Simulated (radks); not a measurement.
Hf I, configuration [Xe] 4f12 5d4 6s2 (not the ground configuration). Calculated with a radial shooting solver on a logarithmic mesh with Libxc functionals: scalar-relativistic Kohn-Sham, r2SCAN, spin-polarised, spherical densities, finite nucleus; open shells are filled with parallel spins first (spin-orbit coupling, left out, can overturn this in heavy ions); meta-GGA in the generalised Kohn-Sham scheme; Fermi nuclear charge, rms radius 5.347 fm.

Radial electron density D(r) = 4 pi r^2 rho(r):

| r (bohr) | D(r) (e/bohr) | spin D(r) |
|---|---|---|
| 0.0009489 | 6.278 | 0.0000736 |
| 0.001286 | 10.04 | 0.000117 |
| 0.001757 | 15.94 | 0.000182 |
| 0.0024 | 24.70 | 0.000276 |
| 0.003253 | 36.60 | 0.000391 |
| 0.004444 | 52.37 | 0.000516 |
| 0.006023 | 69.94 | 0.000583 |
| 0.008228 | 86.77 | 0.000460 |
| 0.01124 | 96.97 | -0.0000835 |
| 0.01523 | 96.56 | -0.00123 |
| 0.02081 | 89.05 | -0.00283 |
| 0.02843 | 88.71 | -0.00290 |
| 0.03853 | 106.9 | 0.00455 |
| 0.05264 | 129.6 | 0.0333 |
| 0.07192 | 123.8 | 0.101 |
| 0.09747 | 102.1 | 0.207 |
| 0.1332 | 110.8 | 0.350 |
| 0.1805 | 116.2 | 0.658 |
| 0.2465 | 74.33 | 1.59 |
| 0.3368 | 60.44 | 3.15 |
| 0.4565 | 69.78 | 3.72 |
| 0.6236 | 44.08 | 2.60 |
| 0.852 | 21.39 | 1.78 |
| 1.155 | 13.94 | 2.16 |
| 1.577 | 7.333 | 2.45 |
| 2.155 | 3.142 | 1.77 |
| 2.921 | 1.558 | 0.785 |
| 3.99 | 0.6503 | 0.146 |
| 5.407 | 0.1658 | -0.0145 |
| 7.387 | 0.01897 | -0.00722 |
| 10.09 | 0.0008110 | -0.000510 |

D(r) has 4 maxima, at r = 0.0129, 0.0584, 0.163, 0.435 bohr, and minima at 0.0248, 0.106, 0.308 bohr, inside which lie 1.91, 11.07, 29.76 electrons.
